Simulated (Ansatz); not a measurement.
Geometry optimisation, RKS PBE0-D4/def2-SVP (Ansatz 0.2.0).

Input file:

```yaml
crystal:
  periodic: [false, false, false]
  atoms:
    - { symbol: B, position_ang: [-0.000921, 0.276863, 0.027606] }
    - { symbol: Cl, position_ang: [-0.00405, 0.617762, 1.819306] }
    - { symbol: Cl, position_ang: [1.514288, 0.275175, -0.816771] }
    - { symbol: Cl, position_ang: [-1.519469, 0.201807, -0.807888] }
    - { symbol: F, position_ang: [0.06364, -2.166041, 0.647068] }
    - { symbol: H, position_ang: [0.066811, -1.934766, 1.541379] }
basis:
  gaussian: { orbitals: def2-SVP }
hamiltonian:
  xc: pbe0
  dispersion: d4
relax:
  f_tol: 0.03
  max_steps: 50
```

Launched with:

```bash
$ ansatz run input.yaml --threads 2 --pin off --max-ram 3072MiB --backend cpu --events-out ev --progress --plain --runs-dir out
```

Where does it end, and by what steps?

The forces met the threshold. After 9 steps the energy has fallen by 0.042 eV; F5 moved furthest, 0.16 Å.

```json
{"step": "0", "energy less start (eV)": "0.0000", "largest force component (eV/Å)": "1.056", "accepted": "yes"}
{"step": "1", "energy less start (eV)": "-0.0200", "largest force component (eV/Å)": "0.777", "accepted": "yes"}
{"step": "2", "energy less start (eV)": "-0.0175", "largest force component (eV/Å)": "0.380", "accepted": "no"}
{"step": "3", "energy less start (eV)": "-0.0360", "largest force component (eV/Å)": "0.199", "accepted": "yes"}
{"step": "4", "energy less start (eV)": "-0.0397", "largest force component (eV/Å)": "0.099", "accepted": "yes"}
{"step": "5", "energy less start (eV)": "-0.0389", "largest force component (eV/Å)": "0.154", "accepted": "no"}
{"step": "6", "energy less start (eV)": "-0.0412", "largest force component (eV/Å)": "0.073", "accepted": "yes"}
{"step": "7", "energy less start (eV)": "-0.0417", "largest force component (eV/Å)": "0.038", "accepted": "yes"}
{"step": "8", "energy less start (eV)": "-0.0417", "largest force component (eV/Å)": "0.060", "accepted": "yes"}
{"step": "9", "energy less start (eV)": "-0.0419", "largest force component (eV/Å)": "0.019", "accepted": "yes"}
```

```xyz
6
Properties=species:S:1:pos:R:3
B -0.001 0.326 0.025
Cl -0.001 0.557 1.775
Cl 1.510 0.324 -0.829
Cl -1.517 0.246 -0.818
F 0.069 -2.311 0.721
H 0.061 -1.873 1.537
```

Whether the end is a true minimum wasn't checked by a vibrational analysis.

The run took 21 s on 2 threads of Arm Neoverse V1, on a shared host, peak memory 0.18 GiB.
